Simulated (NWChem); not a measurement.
System: MIBK (C$_{6}$H$_{12}$O); SMILES CC(=O)CC(C)C

Excerpt of the output:

```
             Northwest Computational Chemistry Package (NWChem) 7.3.0
             --------------------------------------------------------

                             Geometry "geometry" -> ""
                             -------------------------

 Output coordinates in angstroms (scale by  1.889725989 to convert to a.u.)

  No.       Tag          Charge          X              Y              Z
 ---- ---------------- ---------- -------------- -------------- --------------
    1 C                    6.0000    -0.76282700     2.45017400     0.38216400
    2 C                    6.0000     0.12660500     1.20985900     0.24100900
    3 C                    6.0000     1.21811800     1.42009000    -0.81615000
    4 C                    6.0000    -0.71322700    -0.03590500    -0.06652000
    5 C                    6.0000     0.02001500    -1.36476600     0.09854500
    6 C                    6.0000    -0.67190200    -2.58752800    -0.48023200
    7 O                    8.0000     1.09640800    -1.44627100     0.67035500
    8 H                    1.0000    -1.52735400     2.31987900     1.17588800
    9 H                    1.0000    -0.16199200     3.34707900     0.63626900
   10 H                    1.0000    -1.29919700     2.66832500    -0.56638400
   11 H                    1.0000     0.63232100     1.01734200     1.21242500
   12 H                    1.0000     0.77152100     1.59078600    -1.81966300
   13 H                    1.0000     1.84175500     2.30480000    -0.57472500
   14 H                    1.0000     1.88942600     0.54160700    -0.87716900
   15 H                    1.0000    -1.15584700     0.01558100    -1.08777400
   16 H                    1.0000    -1.59350500    -0.08998200     0.61682100
   17 H                    1.0000    -0.17718800    -3.50798300    -0.12054100
   18 H                    1.0000    -0.60484000    -2.55189100    -1.58876200
   19 H                    1.0000    -1.75199100    -2.60360300    -0.22829400

 Effective nuclear repulsion energy (a.u.)     310.5978999272

                              NWChem Property Module
                              ----------------------

                                 NWChem DFT Module
                                 -----------------

 Summary of "ao basis" -> "ao basis" (spherical)
 ------------------------------------------------------------------------------
       Tag                 Description            Shells   Functions and Types
 ---------------- ------------------------------  ------  ---------------------
 C                          def2-svp                 6       14   3s2p1d
 O                          def2-svp                 6       14   3s2p1d
 H                          def2-svp                 3        5   2s1p

            General Information
            -------------------
          SCF calculation type: DFT
          Wavefunction type:  closed shell.
          No. of atoms     :    19
          No. of electrons :    56
           Alpha electrons :    28
            Beta electrons :    28
          Charge           :     0
          Spin multiplicity:     1
          Use of symmetry is: off; symmetry adaption is: off
          Maximum number of iterations: 150
          AO basis - number of functions:   158
                     number of shells:    78
          Convergence on energy requested:  1.00D-06
          Convergence on density requested:  1.00D-05
          Convergence on gradient requested:  5.00D-04

              XC Information
              --------------
                         B3LYP Method XC Potential
                     Hartree-Fock (Exact) Exchange  0.200
                        Slater Exchange Functional  0.800 local
                    Becke 1988 Exchange Functional  0.720 non-local
              Lee-Yang-Parr Correlation Functional  0.810
                  VWN I RPA Correlation Functional  0.190 local

             Grid Information
             ----------------
          Grid used for XC integration:  medium
          Radial quadrature: Mura-Knowles
          Angular quadrature: Lebedev.
          Tag              B.-S. Rad. Rad. Pts. Rad. Cut. Ang. Pts.
          ---              ---------- --------- --------- ---------
          C                   0.70       49          14.0       434
          O                   0.60       49          12.0       434
          H                   0.35       45          15.0       434
          Grid pruning is: on
          Number of quadrature shells:   883
          Spatial weights used:  Erf1

      Superposition of Atomic Density Guess
      -------------------------------------

 Sum of atomic energies:        -306.43136514

      Non-variational initial energy
      ------------------------------

 Total energy =    -310.998842
 1-e energy   =   -1027.959877
 2-e energy   =     406.363135
 HOMO         =      -0.322112
 LUMO         =      -0.010689

   convergence    iter        energy       DeltaE   RMS-Dens  Diis-err
 ---------------- ----- ----------------- --------- --------- ---------
 d= 0,ls=0.0,diis     1   -310.7296209002 -6.21D+02  1.80D-02  1.09D+00
 d= 0,ls=0.0,diis     2   -310.4223750443  3.07D-01  1.33D-02  4.39D+00
 d= 0,ls=0.0,diis     3   -310.8652324115 -4.43D-01  1.26D-03  5.51D-02
 d= 0,ls=0.0,diis     4   -310.8697138776 -4.48D-03  5.17D-04  7.41D-03
 d= 0,ls=0.0,diis     5   -310.8705309012 -8.17D-04  1.36D-04  3.12D-04
  Resetting Diis
 d= 0,ls=0.0,diis     6   -310.8705730834 -4.22D-05  2.64D-05  1.25D-05
 d= 0,ls=0.0,diis     7   -310.8705744709 -1.39D-06  2.10D-05  2.00D-06
 d= 0,ls=0.0,diis     8   -310.8705741586  3.12D-07  1.16D-05  4.99D-06
 d= 0,ls=0.0,diis     9   -310.8705746930 -5.34D-07  2.22D-06  2.22D-07

         Total DFT energy =     -310.870574693002
      One electron energy =    -1034.936144794810
           Coulomb energy =      458.993999042421
    Exchange-Corr. energy =      -45.526328867801
 Nuclear repulsion energy =      310.597899927189

 Numeric. integr. density =       56.000004910453

                       DFT Final Molecular Orbital Analysis
                       ------------------------------------

 Vector   26  Occ=2.000000D+00  E=-3.315885D-01
              MO Center=  1.5D-01,  9.4D-01,  2.8D-02, r^2= 3.9D+00
   Bfn.  Coefficient  Atom+Function         Bfn.  Coefficient  Atom+Function
  ----- ------------  ---------------      ----- ------------  ---------------
    32     -0.295653   3 C  px               18      0.275982   2 C  px
    90     -0.186985   7 O  pz              139      0.186034  16 H  s
     4     -0.184212   1 C  px               99      0.184953   8 H  s
   129     -0.155476  14 H  s                20     -0.150017   2 C  pz
    35     -0.145471   3 C  px               34      0.144475   3 C  pz

 Vector   27  Occ=2.000000D+00  E=-3.238459D-01
              MO Center=  1.0D-01,  1.3D+00,  2.7D-02, r^2= 3.1D+00
   Bfn.  Coefficient  Atom+Function         Bfn.  Coefficient  Atom+Function
  ----- ------------  ---------------      ----- ------------  ---------------
   114      0.334738  11 H  s                20      0.303998   2 C  pz
   119      0.197181  12 H  s                34     -0.194173   3 C  pz
   109      0.189078  10 H  s               115      0.188174  11 H  s
   134      0.155626  15 H  s                18      0.153848   2 C  px
     6     -0.144713   1 C  pz              120      0.141214  12 H  s

 Vector   28  Occ=2.000000D+00  E=-2.502952D-01
              MO Center=  5.5D-01, -1.3D+00,  3.9D-01, r^2= 2.2D+00
   Bfn.  Coefficient  Atom+Function         Bfn.  Coefficient  Atom+Function
  ----- ------------  ---------------      ----- ------------  ---------------
    89      0.554097   7 O  py               92      0.393039   7 O  py
    45     -0.341005   4 C  s                73      0.268850   6 C  s
    47      0.203706   4 C  py               50      0.179729   4 C  py
    75      0.167153   6 C  py               61     -0.158206   5 C  py
    49     -0.139363   4 C  px               46     -0.129529   4 C  px

 Vector   29  Occ=0.000000D+00  E=-1.997796D-02
              MO Center=  9.2D-02, -1.4D+00,  1.4D-01, r^2= 2.4D+00
   Bfn.  Coefficient  Atom+Function         Bfn.  Coefficient  Atom+Function
  ----- ------------  ---------------      ----- ------------  ---------------
    62      0.457871   5 C  pz               65      0.425847   5 C  pz
    93     -0.365833   7 O  pz               90     -0.353577   7 O  pz
    17      0.351767   2 C  s               140     -0.304254  16 H  s
   150      0.302977  18 H  s                31     -0.273563   3 C  s
    63     -0.252903   5 C  px               60     -0.249099   5 C  px

 Vector   30  Occ=0.000000D+00  E= 4.263913D-02
              MO Center= -8.6D-01, -1.0D-01, -4.4D-01, r^2= 8.8D+00
   Bfn.  Coefficient  Atom+Function         Bfn.  Coefficient  Atom+Function
  ----- ------------  ---------------      ----- ------------  ---------------
    73      1.430260   6 C  s                45      1.288013   4 C  s
     3      0.879719   1 C  s               140     -0.826662  16 H  s
   135     -0.770100  15 H  s                31      0.753932   3 C  s
   150     -0.754541  18 H  s               155     -0.648949  19 H  s
    59     -0.616714   5 C  s               100     -0.462059   8 H  s

 Vector   31  Occ=0.000000D+00  E= 6.893515D-02
              MO Center= -6.2D-01,  1.3D-01, -2.1D-01, r^2= 1.3D+01
   Bfn.  Coefficient  Atom+Function         Bfn.  Coefficient  Atom+Function
  ----- ------------  ---------------      ----- ------------  ---------------
    73      1.655227   6 C  s                 3     -1.485594   1 C  s
   155     -0.919445  19 H  s               150     -0.811218  18 H  s
   105      0.748366   9 H  s                31     -0.736564   3 C  s
   100      0.665963   8 H  s               110      0.666947  10 H  s
   145     -0.616207  17 H  s                17     -0.588503   2 C  s

     Multipole analysis of the density
     ---------------------------------

     L   x y z        total         alpha         beta         nuclear
     -   - - -        -----         -----         ----         -------
     0   0 0 0     -0.000000    -28.000000    -28.000000     56.000000

     1   1 0 0     -0.889674     -1.328345     -1.328345      1.767017
     1   0 1 0      0.054414     -0.004272     -0.004272      0.062958
     1   0 0 1     -0.448158      1.388021      1.388021     -3.224199

     2   2 0 0    -34.973883   -101.793701   -101.793701    168.613518
     2   1 1 0      2.804903     -6.200024     -6.200024     15.204952
     2   1 0 1     -1.083860      3.526181      3.526181     -8.136222
     2   0 2 0    -33.177192   -344.184111   -344.184111    655.191030
     2   0 1 1      1.781673     -6.617491     -6.617491     15.016655
     2   0 0 2    -33.680246    -56.887341    -56.887341     80.094435

 *** CALLING NEW AORESP DRIVER FOR CLOSED AND OPEN SHELLS ***
 Entering AOResponse driver routine

--------------------------------------------------------------------------------

          -----------------------------------------------
          Solving response equations for perturbing field
          -----------------------------------------------

 number of frequencies:     1
 frequency in a.u.:  0.7730000E-01
 Perturbing field: electric
 Using El. Dipole Length Gauge

 Setting up CPKS with frequency omega =      0.07730000 a.u.

                            NWChem Dynamic CPHF Module
                            --------------------------

    scftype = RHF
    nclosed =   28
      nopen =    0
  variables =     7280
  num. vecs =        3
  tolerance =   1.0D-04
  max. iter =   50

 SCF residual:    6.4466381211469701E-005

Iterative solution of linear equations
  No. of variables     7280
  No. of equations        3
  Maximum subspace       30
       Convergence  1.0D-04

   iter   nsub   residual    time
   ----  ------  --------  ---------
     1      3    6.58D+00     110.3
     2      6    4.17D+00     129.0
     3      9    2.97D-01     160.5
     4     12    8.20D-02     193.5
     5     15    1.10D-02     226.6
     6     18    2.34D-03     259.5
     7     21    1.34D-03     291.9
     8     24    3.36D-04     324.7
     9     27    4.64D-05     357.3

 Electric Dipole Response Matrix (nonzero elements):

              1        2        3
    1   69.8186   1.5135   1.9429
    2    1.5135  79.8507   2.2290
    3    1.9429   2.2290  61.8483

 ------------------------------------------
 average:        70.50586 + I       0.00000

 DFT Linear Response polarizability / au
 Frequency  =       0.0773000 / au
 Wavelength =     589.4353558 / nm
              X              Y              Z
 -----------------------------------------------
 X      69.8185827      1.5134803      1.9429215
 Y       1.5134926     79.8507383      2.2289769
 Z       1.9429093      2.2289686     61.8482506
 -----------------------------------------------
 Eigenvalues =      69.8899584     80.4120386     61.2155747
 Isotropic   =      70.5058572
 Anisotropic =      16.6502752
 -----------------------------------------------

 Magnetic Dipole Response Matrix (nonzero elements):
```

Level: B3LYP/def2-SVP. Coordinates come from a PBE-D3(BJ)/def2-SVP optimisation. No frequency run checked for a minimum.

### Question
Write an input that gives this output.

### Answer
Several could match; the one computed here: the input that was run:
```
start job
memory heap 200 mb stack 900 mb global 1100 mb
geometry units angstroms noautosym nocenter noautoz
  C     -0.762827     2.450174     0.382164
  C      0.126605     1.209859     0.241009
  C      1.218118     1.420090    -0.816150
  C     -0.713227    -0.035905    -0.066520
  C      0.020015    -1.364766     0.098545
  C     -0.671902    -2.587528    -0.480232
  O      1.096408    -1.446271     0.670355
  H     -1.527354     2.319879     1.175888
  H     -0.161992     3.347079     0.636269
  H     -1.299197     2.668325    -0.566384
  H      0.632321     1.017342     1.212425
  H      0.771521     1.590786    -1.819663
  H      1.841755     2.304800    -0.574725
  H      1.889426     0.541607    -0.877169
  H     -1.155847     0.015581    -1.087774
  H     -1.593505    -0.089982     0.616821
  H     -0.177188    -3.507983    -0.120541
  H     -0.604840    -2.551891    -1.588762
  H     -1.751991    -2.603603    -0.228294
end
basis spherical
  C library def2-svp
  O library def2-svp
  H library def2-svp
end
dft
  xc b3lyp
  iterations 150
end
property
  response 1 0.0773
end
task dft property
```
